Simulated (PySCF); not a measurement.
# A composite method against measured constants

PySCF. The composite is CCSD(T) extrapolated to the basis-set limit from two correlation-consistent sets, with core-valence (CV) and scalar-relativistic (SR) terms as its label shows; it has no spin–orbit coupling and nothing beyond (T). Measured values: Huber and Herzberg, Constants of Diatomic Molecules (1979).

```tsv
molecule	composite	Re computed (Å)	Re measured (Å)	ωe computed (cm⁻¹)	ωe measured (cm⁻¹)
MnH	CCSD(T)/CBS(TQ)+CV+SR	1.7281	1.7311	1557.7	1548.0
SO	CCSD(T)/CBS(TQ)+CV+SR	1.4816	1.481087	1160.5	1149.22
RbH	CCSD(T)/CBS(TQ)	2.3680	2.367	939.6	936.94
TlBr	CCSD(T)/CBS(DT)+CV	2.6375	2.618191	191.6	192.1
CaS	CCSD(T)/CBS(DT)+CV	2.3280	2.3178	455.2	462.23
AlI	CCSD(T)/CBS(TQ)+CV	2.5384	2.537102	317.8	316.1
SiS	CCSD(T)/CBS(TQ)+CV+SR	1.9291	1.929321	756.7	749.64
PN	CCSD(T)/CBS(TQ)+CV+SR	1.4900	1.490866	1351.4	1337.24
```

Give the mean absolute errors, and the molecules missed most.

Re 4.6 mÅ, most for TlBr (+19.3 mÅ); ωe 6.8 cm⁻¹, most for PN (+14.2 cm⁻¹).

The molecules are drawn from runs that passed checks on state, spin purity and fit, so the hardest cases are missing and the errors look smaller than over all diatomics.

Correlated steps freeze the inner cores (6 to 14 orbitals); shallow outer-core shells are correlated. Spin–orbit coupling is left out, which matters for elements this heavy, above all for dissociation energies. The CCSD T1 diagnostic is raised in CaS, SiS, a sign that a single reference may not be enough there. States were picked by a PBE0 search and need not be the measured ground states.
